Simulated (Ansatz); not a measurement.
`CO[SiH](C)Cl` + H₂ → `CO[SiH2]C` + HCl at 600 K and 1 bar (hydrogenolysis of the Si–Cl bond).

Calculated with Ansatz (gas phase, PBE0-D4/def2-TZVP geometries, no zero-point term in ΔE). CCSD(T)/CBS is the MP2 limit (def2-TZVPP, def2-QZVPP) plus CCSD(T) − MP2 in def2-TZVPP, frozen cores. This one scheme is used for every species. One conformer a species, not always the lowest.

```json
{"species": "`CO[SiH](C)Cl`", "CCSD(T)/CBS energy (Eh)": "-904.45266", "H − E (kJ/mol)": "303.5", "S (J/(mol·K))": "465.5"}
{"species": "H₂", "CCSD(T)/CBS energy (Eh)": "-1.17544", "H − E (kJ/mol)": "43.9", "S (J/(mol·K))": "150.8"}
{"species": "`CO[SiH2]C`", "CCSD(T)/CBS energy (Eh)": "-445.20896", "H − E (kJ/mol)": "312.9", "S (J/(mol·K))": "427.3"}
{"species": "HCl", "CCSD(T)/CBS energy (Eh)": "-460.38127", "H − E (kJ/mol)": "35.4", "S (J/(mol·K))": "207.2"}
```

H − E and S are ideal-gas, rigid-rotor, harmonic terms from PBE0-D4/def2-TZVP, for one conformer and one mirror image of each species. The MP2-based limit puts H₂ 0.8 mEh under its directly extrapolated value; such offsets cancel only in part. 1 Eh = 2625.50 kJ/mol, R = 8.31446 J/(mol·K).

Q: By hand: ΔE, ΔH, ΔS and ΔG.

A: ΔE = (-445.20896) + (-460.38127) − (-904.45266) − (-1.17544) = 0.03787 Eh = 99.4 kJ/mol. Δ(H − E) = 312.9 + 35.4 − 303.5 − 43.9 = 0.9, so ΔH = 100.3 kJ/mol. ΔS = 427.3 + 207.2 − 465.5 − 150.8 = 18.2 J/(mol·K). ΔG = 100.3 − 600 × (18.2)/1000 = 89.4 kJ/mol.

Q: By hand: the equilibrium constant, and the temperature at which ΔG would vanish if ΔH and ΔS stayed fixed.

A: log₁₀ K = −ΔG/(RT ln 10) = -7.8. ΔG = 0 at ΔH/ΔS = 5511 K, far beyond where these terms or the molecules hold.

ΔH outweighs TΔS. A doubt of 5 kJ/mol in ΔE shifts log₁₀ K by 0.4 here. Other conformers and mirror images would add mixing entropy, several J/(mol·K) or more a flexible species. These are equilibria of isolated gas molecules and say nothing of rates. Largest T1 diagnostic: 0.010 (customary marks: 0.02 for closed shells, 0.045 for open ones).
